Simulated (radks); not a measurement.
The numbers below are computed, except where a source is named.
Q: The table gives one normalised radial function P(r) = r R(r) of Bi75+ in [He] 2s2 2p4 (r in bohr). Code: a radial shooting solver on a logarithmic mesh with Libxc functionals. Model: scalar-relativistic Kohn-Sham, LDA (Slater exchange, VWN5 correlation), spin-polarised, spherical densities, finite nucleus; open shells are filled with parallel spins first (spin-orbit coupling, left out, can overturn this in heavy ions); Fermi nuclear charge, rms radius 5.5211 fm.

r          P
0.0006069   1.6319
0.0007295   1.8720
0.0008839   2.1551
0.001063    2.4598
0.001287    2.8144
0.001547    3.1901
0.001875    3.6186
0.002254    4.0611
0.002709    4.5287
0.003283    5.0331
0.003946    5.5169
0.004781    6.0000
0.005747    6.4145
0.006963    6.7604
0.00837     6.9699
0.01006     7.0198
0.01219     6.8633
0.01465     6.4881
0.01775     5.8575
0.02134     5.0503
0.02586     4.0609
0.03108     3.0630
0.03736     2.1200
0.04527     1.2931
0.05441     0.7089
0.06593     0.3225
0.07925     0.1260
0.09603     0.0374
0.1154      0.0089
0.1387      0.0016
0.1681      0.0002
0.2021      0.0000

Which n and l does it have? It may be an empty orbital.

A: n = 1, l = 0: the number of nodes gives n - l - 1 = 0, the rise at small r (about r^(l+1), flatter next to the nucleus through relativity) gives l, and the extent must fit the shell. The curve is that of 1s down; the table hardly tells the two spins apart. 1s down: eigenvalue -98656 eV, 0 radial nodes, <r> = 0.0158 bohr, 90 % of the charge inside 0.0289 bohr.
